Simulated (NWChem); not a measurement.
# Lowest excitation of H4N2Si

```xyz
7

Si     0.0000     0.0000    -0.6665
N      1.3245     0.0000     0.4435
H      1.2910     0.0000     1.4591
H      2.2784     0.0000     0.1014
N     -1.3245     0.0000     0.4435
H     -2.2784     0.0000     0.1014
H     -1.2910     0.0000     1.4591
```
Charge 0, spin multiplicity 1.

Program: NWChem. All single points use one geometry, from PBE0/def2-SVP, a minimum by its harmonic frequencies. It is one conformer; others weren't searched.

Basis set: def2-SVPD.

```json
[
 {"method": "TD-PBE", "lowest vertical singlet excitation energy (eV)": "5.20", "relative cost": "under 3", "difference from EOM-CCSD": "-0.26"},
 {"method": "TDA-PBE0", "lowest vertical singlet excitation energy (eV)": "5.49", "relative cost": "under 3", "difference from EOM-CCSD": "+0.04"},
 {"method": "CIS", "lowest vertical singlet excitation energy (eV)": "5.63", "relative cost": "1", "difference from EOM-CCSD": "+0.18"},
 {"method": "TD-B3LYP", "lowest vertical singlet excitation energy (eV)": "5.28", "relative cost": "under 3", "difference from EOM-CCSD": "-0.18"},
 {"method": "EOM-CCSD", "lowest vertical singlet excitation energy (eV)": "5.45", "relative cost": "4", "difference from EOM-CCSD": "0.00"}
]
```

The values span 0.44 eV, from TD-PBE (lowest) to CIS (highest). Relative cost: rough, from shared machines, SCF included, CIS = 1.

The correlated methods keep 7 core orbitals frozen. B3LYP has NWChem's definition, with VWN1-RPA local correlation. The structure started from a generated list of species. No row is a measurement; the coupled-cluster row has its own basis-set and correlation limits.
